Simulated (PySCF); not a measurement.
Work out the structure from these simulated measurements.

Formula: C5H7FO2Si.

| Property | Result |
| --- | --- |
| 1H NMR | chemical shifts (computed TMS as zero) by class: 7.53 (1 H), 5.34 (2 H), 4.49 (2 H), 2.35 (2 H) ppm [GIAO PBE0/pcSseg-1] |
| Polarisability | 86.9 au [PBE0/def2-SVPD] |
| Dipole | 4.49 D [PBE0/def2-SVPD] |
| 13C NMR | chemical shifts (computed TMS as zero) by class: 170.3 (1 C), 163.3 (1 C), 137.7 (1 C), 67.8 (1 C), 29.3 (1 C) ppm [GIAO PBE0/pcSseg-1] |
| Triplet | lowest triplet excitation (Tamm–Dancoff): 3.74 eV [TDA PBE0/def2-SVPD] |
| Rotational structure | rotational constants A, B, C: 2.478, 1.012, 0.747 GHz [GFN2-xTB] |
| NMR, other nuclei | isotropic shieldings of nuclei other than C and H, by class: -113 (1 O), 144 (1 O), 401 (1 F), 363 (1 Si) ppm [GIAO PBE0/pcSseg-1] |

Electronic properties: PySCF, gas phase, density fitting. Levels stand in brackets. Geometry: GFN2-xTB, one conformer, isolated molecule. NMR classes are plain means over equivalent atoms (diastereotopic ones count apart unless rotation or inversion swaps them), as if these changed places fast.

Problem. What is the compound? Reason from the data.

Solution. Numbering: `[O:1]=[C:2]1[O:3][CH2:4][CH2:5][CH:6]=[C:7]1[SiH2:8][F:9]`. Its formula, C5H7FO2Si, gives 3 degrees of unsaturation: 1 ring and 2 π bonds in the structure found. 5 carbons fall into 5 classes; from least to most shielded: ester carbonyl carbon [C2] (170.3 ppm), alkene CH carbon [C6] (163.3 ppm), fully substituted alkene carbon [C7] (137.7 ppm), ring sp3 carbon bound to oxygen [C4] (67.8 ppm), allylic carbon [C5] (29.3 ppm). Hydrogen classes from least to most shielded: 1 H on an alkene CH carbon, C6 (7.53 ppm), 2 H on a fluorine-bound silicon, Si8 (5.34 ppm), 2 H on an sp3 carbon bound to oxygen, C4 (4.49 ppm), 2 H on an allylic carbon, C5 (2.35 ppm, a mean of values up to 0.5 ppm apart in this geometry). The other shieldings belong to: -113 ppm, ester carbonyl oxygen [O1]; 144 ppm, ester single-bonded oxygen [O3]; 401 ppm, silicon-bound fluorine [F9]; 363 ppm, fluorine-bound silicon [Si8]. The optimised geometry has point group C1 and is an asymmetric top. Structure: `C1OC(=O)C(=CC1)[SiH2]F`. Computed isomers that give other values at the same levels: `COC1=C[Si@@H](O)C=C1F` (13C chemical shifts (computed TMS as zero) by class: 177.2 (1 C), 173.3 (1 C), 103.8 (1 C), 91.0 (1 C), 56.8 (1 C) ppm); `O=C1OCC=C1C[SiH2]F` (13C chemical shifts (computed TMS as zero) by class: 178.2 (1 C), 150.3 (1 C), 138.3 (1 C), 73.4 (1 C), 19.7 (1 C) ppm); `O=C1CC([SiH2]F)=CCO1` (13C chemical shifts (computed TMS as zero) by class: 172.3 (1 C), 148.4 (1 C), 147.3 (1 C), 68.8 (1 C), 39.4 (1 C) ppm). The assignments are read from this structure; whether some other isomer fits the data as well wasn't checked.

Conformer computed: `[O:1]=[C:2]1[O:3][CH2:4][CH2:5][CH:6]=[C:7]1[SiH2:8][F:9]`: C6–C7–Si8–F9 -12°.
